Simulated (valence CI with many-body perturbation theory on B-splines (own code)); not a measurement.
# Hg75+: calculated level list

Calculated by relativistic CI+MBPT: three valence electrons over a frozen Dirac-Fock core [He], a basis of 11 s, 11 p, 9 d, 7 f, 5 g, 2 h, 1 i functions for each j, with the one-electron correlation potential Σ1 (screened to all orders), the two-electron term Σ2, the three-electron term Σ3, Breit, model QED; selected single and double excitations, second order for the rest (own B-spline code, finite nucleus).

No measured spectrum was set against this ion. As an estimate, large intervals hold to a few tenths of a per cent, small ones and those within an open d or f shell to about a per cent.

Levels 46 to 90 of 103, with energies above the lowest level, (2s^2 2p1/2) J=1/2. "Leading %" is the weight of the configuration and term that name the level; weights of strongly mixed levels are sums over their largest components and can fall short. In the jj column 3d3/2^4 stands for four electrons in 3d with j = 3/2.

```tsv
No.	Configuration	Term	J	E (× 10³ cm⁻¹)	Leading %	Second component	Leading jj	g
46	2s.2p.3s	2P°	1/2	122660	90	10 % 2s.2p.3s 4P°	2s 2p3/2 3s (100 %)	0.825
47	2s.2p.3p	4P	3/2	122680	45	27 % 2s.2p.3p 4S	2s 2p3/2 3p1/2 (100 %)	1.613
48	2s.2p.3p	2D	5/2	122690	44	38 % 2s.2p.3p 4D	2s 2p3/2 3p1/2 (100 %)	1.294
49	2s.2p.3s	2P°	3/2	122720	82	18 % 2s.2p.3s 4P°	2s 2p3/2 3s (99 %)	1.370
50	2s.2p.3p	2P	1/2	123480	47	22 % 2s.2p.3p 2S	2s 2p3/2 3p1/2 (99 %)	1.261
51	2s.2p.3p	2D	3/2	123490	61	20 % 2s.2p.3p 2P	2s 2p3/2 3p1/2 (99 %)	0.961
52	2p2.3s	4P	3/2	124440	87	11 % 2p2.3s 2P	2p1/2 2p3/2 3s (99 %)	1.642
53	2p2.3s	2P	1/2	124530	66	33 % 2p2.3s 4P	2p1/2 2p3/2 3s (99 %)	1.285
54	2p2.3s	2D	5/2	124590	65	34 % 2p2.3s 4P	2p1/2 2p3/2 3s (99 %)	1.296
55	2p2.3s	2D	3/2	124660	64	34 % 2p2.3s 2P	2p1/2 2p3/2 3s (100 %)	0.942
56	2p2.3p	4P°	1/2	125040	49	28 % 2p2.3p 4D°	2p1/2 2p3/2 3p1/2 (100 %)	1.726
57	2p2.3p	4D°	3/2	125090	55	23 % 2p2.3p 2D°	2p1/2 2p3/2 3p1/2 (100 %)	1.116
58	2p2.3p	2F°	5/2	125190	50	30 % 2p2.3p 2D°	2p1/2 2p3/2 3p1/2 (100 %)	1.030
59	2p2.3p	2P°	3/2	125630	43	24 % 2p2.3p 2D°	2p1/2 2p3/2 3p1/2 (99 %)	1.292
60	2s.2p.3p	4D	7/2	127470	100		2s 2p3/2 3p3/2 (100 %)	1.394
61	2s.2p.3p	2P	3/2	127570	55	32 % 2s.2p.3p 4S	2s 2p3/2 3p3/2 (100 %)	1.469
62	2s.2p.3p	4P	5/2	127750	52	43 % 2s.2p.3p 2D	2s 2p3/2 3p3/2 (100 %)	1.381
63	2s.2p.3p	2S	1/2	127790	48	39 % 2s.2p.3p 2P	2s 2p3/2 3p3/2 (100 %)	1.339
64	2s.2p.3d	4D°	5/2	128110	44	22 % 2s.2p.3d 2D°	2s 2p3/2 3d3/2 (100 %)	1.208
65	2s.2p.3d	4D°	3/2	128170	43	40 % 2s.2p.3d 4P°	2s 2p3/2 3d3/2 (100 %)	1.302
66	2s.2p.3d	4F°	7/2	128190	45	43 % 2s.2p.3d 2F°	2s 2p3/2 3d3/2 (98 %)	1.186
67	2s.2p.3d	4P°	1/2	128220	82	16 % 2s.2p.3d 4D°	2s 2p3/2 3d3/2 (100 %)	2.133
68	2s.2p.3p	2D	5/2	128360	71	16 % 2s.2p.3p 4D	2s 2p3/2 3p3/2 (100 %)	1.250
69	2s.2p.3p	2P	3/2	128530	57	29 % 2s.2p.3p 2D	2s 2p3/2 3p3/2 (100 %)	1.218
70	2s.2p.3p	2S	1/2	128570	59	20 % 2s.2p.3p 2P	2s 2p3/2 3p3/2 (100 %)	1.716
71	2s.2p.3d	2D°	3/2	128920	62	14 % 2s.2p.3d 4P°	2s 2p3/2 3d3/2 (95 %)	0.901
72	2s.2p.3d	2F°	5/2	128970	68	16 % 2s.2p.3d 2D°	2s 2p3/2 3d3/2 (100 %)	0.919
73	2s.2p.3d	2P°	1/2	129050	71	24 % 2s.2p.3d 4D°	2s 2p3/2 3d3/2 (99 %)	0.596
74	2s.2p.3d	4F°	9/2	129250	100		2s 2p3/2 3d5/2 (100 %)	1.303
75	2s.2p.3d	2D°	5/2	129470	41	33 % 2s.2p.3d 4P°	2s 2p3/2 3d5/2 (99 %)	1.301
76	2s.2p.3d	4D°	7/2	129520	51	42 % 2s.2p.3d 2F°	2s 2p3/2 3d5/2 (97 %)	1.266
77	2s.2p.3d	2P°	3/2	129610	40	40 % 2s.2p.3d 2D°	2s 2p3/2 3d5/2 (92 %)	1.158
78	2s.2p.3d	2P°	1/2	129760	80	7 % 2s.2p.3d 4D°	2s 2p3/2 3d5/2 (93 %)	0.807
79	2p2.3p	4D°	5/2	130060	51	34 % 2p2.3p 4P°	2p1/2 2p3/2 3p3/2 (98 %)	1.396
80	2s.2p.3d	2F°	7/2	130100	39	28 % 2p2.3p 2F°	2s 2p3/2 3d5/2 (57 %)	1.192
81	2p2.3p	2P°	1/2	130120	37	29 % 2p2.3p 4P°	2p1/2 2p3/2 3p3/2 (95 %)	1.529
82	2p2.3p	2D°	3/2	130170	50	18 % 2p2.3p 4P°	2p1/2 2p3/2 3p3/2 (95 %)	1.116
83	2p2.3p	2F°	7/2	130280	36	31 % 2s.2p.3d 2F°	2p1/2 2p3/2 3p3/2 (56 %)	1.185
84	2s.2p.3d	2D°	5/2	130300	52	14 % 2s.2p.3d 2F°	2s 2p3/2 3d5/2 (83 %)	1.155
85	2s.2p.3d	2P°	3/2	130350	66	8 % 2s.2p.3d 4D°	2s 2p3/2 3d5/2 (94 %)	1.251
86	2p2.3p	4S°	3/2	130380	33	26 % 2p2.3p 2D°	2p1/2 2p3/2 3p3/2 (95 %)	1.409
87	2p2.3p	2D°	5/2	130500	56	12 % 2p2.3p 2F°	2p1/2 2p3/2 3p3/2 (84 %)	1.154
88	2p2.3d	4F	3/2	130590	43	25 % 2p2.3d 2P	2p1/2 2p3/2 3d3/2 (100 %)	0.915
89	2p2.3d	4F	5/2	130590	52	39 % 2p2.3d 2F	2p1/2 2p3/2 3d3/2 (100 %)	0.947
90	2p2.3d	4D	1/2	130660	78	15 % 2p2.3d 2P	2p1/2 2p3/2 3d3/2 (100 %)	0.254
```
